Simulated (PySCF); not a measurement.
An unknown is described by computed data only.

Formula: C4H6ClNSi.

* 13C NMR: chemical shifts (computed TMS as zero) by class: 148.0 (1 C), 142.0 (1 C), 125.7 (1 C), 16.7 (1 C) ppm [GIAO B3LYP/pcSseg-2]
* UV, strongest line: among the 10 lowest singlet transitions: S3 at 6.28 eV (198 nm, f = 0.222) [TDDFT B3LYP/def2-SVPD]
* UV, first state: lowest singlet excitation: 5.79 eV (214 nm, f = 0.058) [TDDFT B3LYP/def2-SVPD]
* XPS: Si2p3/2 107.8, Cl2p3/2 206.5, C1s 290.8, C1s 291.3, C1s 291.8, C1s 292.2, N1s 405.2, Si1s 1847.7, Cl1s 2829.1 eV [ΔSCF SCAN, pcX-2 on the ionised atom, pcseg-1 elsewhere, spin-free X2C, 2p3/2 from a spin–orbit splitting computed afterwards within the 2p shell]
* Dipole: 3.20 D [B3LYP/def2-SVPD]
* Polarisability: 94.7 au [B3LYP/def2-SVPD]
* Rotational structure: rotational constants A, B, C: 3.979, 0.759, 0.727 GHz [PBE0-D3(BJ)/def2-SVP]

Gas-phase values; electronic properties from PySCF, density fitting. Levels stand in brackets. One conformer (not necessarily the lowest) at the PBE0-D3(BJ)/def2-SVP geometry, without solvent, vibrations or thermal averaging. Each NMR value is the plain mean over a class of atoms that symmetry, rotation or inversion makes alike.

Question: What is the compound? Reason from the data.

Answer: Numbering: `[CH3:1]/[C:2](=[CH:3]\[Cl:4])[SiH2:5][C:6]#[N:7]`. Its formula, C4H6ClNSi, gives 3 degrees of unsaturation: 0 rings and 3 π bonds in the structure found. 4 carbons fall into 4 classes; from least to most shielded: vinylic C–Cl carbon [C3] (148.0 ppm), fully substituted alkene carbon [C2] (142.0 ppm), cyano carbon [C6] (125.7 ppm), allylic carbon [C1] (16.7 ppm). The core levels belong to: Si2p3/2 107.8 eV, SiH2 silicon [Si5]; Cl2p3/2 206.5 eV, vinyl chlorine [Cl4]; C1s 290.8 eV, fully substituted alkene carbon [C2]; C1s 291.3 eV, allylic carbon [C1]; C1s 291.8 eV, cyano carbon [C6]; C1s 292.2 eV, vinylic C–Cl carbon [C3]; N1s 405.2 eV, cyano nitrogen [N7]; Si1s 1847.7 eV, SiH2 silicon [Si5]; Cl1s 2829.1 eV, vinyl chlorine [Cl4]. The hole state at 291.8 eV has ⟨S²⟩ = 0.82 against 0.75, so that value is less sure. The hole state at 405.2 eV has ⟨S²⟩ = 0.82 against 0.75, so that value is less sure. The optimised geometry has point group C1 and is an asymmetric top. Structure: `C/C(=C\Cl)[SiH2]C#N`. The assignments are read from this structure; whether some other isomer fits the data as well wasn't checked.

Conformer computed: `[CH3:1]/[C:2](=[CH:3]\[Cl:4])[SiH2:5][C:6]#[N:7]`: C1–C2–Si5–C6 58°.
